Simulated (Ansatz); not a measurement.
Job for Ansatz (a quantum-chemistry and plane-wave program): U-CCSD(T)/cc-pV(T+d)Z on H7Si3 (SMILES [SiH3][SiH][SiH3]), 2S+1 = 2, atoms moved off the minimum. Files ending in .json are basis or fitting sets from the Basis Set Exchange.

Ansatz 0.2 input:
```yaml
crystal:
  periodic: [false, false, false]
  atoms:
    - {symbol: Si, position_ang: [2.09247359, 0.21034878, 0.31415853]}
    - {symbol: Si, position_ang: [0.00095889, -0.08300058, -0.72016711]}
    - {symbol: Si, position_ang: [-2.06413292, -0.11100533, 0.33824379]}
    - {symbol: H, position_ang: [2.26554893, -1.06607615, 1.17614803]}
    - {symbol: H, position_ang: [1.90425342, 1.32935077, 1.22195926]}
    - {symbol: H, position_ang: [3.22154698, 0.52624309, -0.56113485]}
    - {symbol: H, position_ang: [0.09950812, -1.15930006, -1.90523886]}
    - {symbol: H, position_ang: [-2.26619884, -1.43098540, 0.86173268]}
    - {symbol: H, position_ang: [-3.07592634, 0.38235916, -0.57888344]}
    - {symbol: H, position_ang: [-1.84636656, 1.09494921, 1.40783205]}
basis:
  gaussian:
    orbitals: cc-pV_T+d_Z.json
magnetization: {spin_polarized: true, initial_magnetization: 1}
correlation: {method: ccsd_t, electrons: outside_noble_gas}
scf: {omitted_lower_state_checks: [cluster_reference]}
output: {forces: true}
```

Output:

```
WARN ansatz: RAYON_NUM_THREADS=4 ignored (pool sized by the plan → 4); use --threads N
Functional definition: HF
these checks for a lower state are left out or cut short: cluster_reference
integrals: 1.66 GiB planned
1244 factors; integrals over basis functions are off by at most 8.6e-4 eV
mean field: 1.05 GiB planned
mean field evaluation 1: about -23695.2422 eV, gradient 1.1e1 eV
mean field evaluation 2: about -23695.2437 eV, gradient 1.1e1 eV
mean field evaluation 4: about -23697.1500 eV, gradient 8.1e-1 eV
mean field evaluation 8: about -23697.1649 eV, gradient 1.1e-3 eV
mean field -23697.16486093 eV, -870.8547461241 hartree, gradient 4.2e-6 eV, S^2 0.765745; 0 other end points of the search recorded, 0 dependent functions left out
15 core orbitals not correlated
reference -23697.16486093 eV, -870.8547461241 hartree; 10, 9 occupied and 190, 191 virtual orbitals, 1244 factors
densities: 6.24 GiB planned
second order -9.87151892 eV of doubles, -0.00000000 eV of singles
coupled cluster: 7.11 GiB planned
cycle   1  -11.17797821 eV  change    -1.3e0 eV  update   9.2e-2
cycle   2  -11.67116079 eV  change   -4.9e-1 eV  update   3.3e-2
cycle   3  -11.70636257 eV  change   -3.5e-2 eV  update   1.1e-2
cycle   4  -11.70264031 eV  change    3.7e-3 eV  update   4.2e-3
cycle   5  -11.70094857 eV  change    1.7e-3 eV  update   1.5e-3
cycle   6  -11.70085209 eV  change    9.6e-5 eV  update   6.3e-4
cycle   7  -11.70108697 eV  change   -2.3e-4 eV  update   3.1e-4
cycle   8  -11.70119893 eV  change   -1.1e-4 eV  update   1.3e-4
cycle   9  -11.70118678 eV  change    1.2e-5 eV  update   6.0e-5
cycle  10  -11.70117078 eV  change    1.6e-5 eV  update   2.6e-5
cycle  11  -11.70117285 eV  change   -2.1e-6 eV  update   1.2e-5
cycle  12  -11.70117182 eV  change    1.0e-6 eV  update   5.0e-6
cycle  13  -11.70117320 eV  change   -1.4e-6 eV  update   2.0e-6
perturbative correction -0.41603247 eV, -0.0152889111 hartree
the calculation of the forces begins
Total energy: -23709.28206660 eV, -871.3000452190 hartree
Atom 0 at     2.092474     0.210349     0.314159 Å, force    -0.856011    -1.174402     0.749666 eV/Å
Atom 1 at     0.000959    -0.083001    -0.720167 Å, force     0.502923    -0.925747    -1.771829 eV/Å
Atom 2 at    -2.064133    -0.111005     0.338244 Å, force     1.421224     2.433379     1.022806 eV/Å
Atom 3 at     2.265549    -1.066076     1.176148 Å, force     0.284610     0.831389    -0.594868 eV/Å
Atom 4 at     1.904253     1.329351     1.221959 Å, force     0.040793     0.430980     0.418405 eV/Å
Atom 5 at     3.221547     0.526243    -0.561135 Å, force     0.186180    -0.175379    -0.273762 eV/Å
Atom 6 at     0.099508    -1.159300    -1.905239 Å, force    -0.109958     0.985415     1.125212 eV/Å
Atom 7 at    -2.266199    -1.430985     0.861733 Å, force    -0.508862    -0.677259     0.533973 eV/Å
Atom 8 at    -3.075926     0.382359    -0.578883 Å, force    -0.502391    -0.120785    -0.315509 eV/Å
Atom 9 at    -1.846367     1.094949     1.407832 Å, force    -0.458507    -1.607592    -0.894094 eV/Å
Dipole moment:    -0.058645    -0.037366     0.051179 e Å
Checks for a lower state left out: cluster_reference
```

Self-consistency was reached.

Cost: around 80 core-minutes (rough).
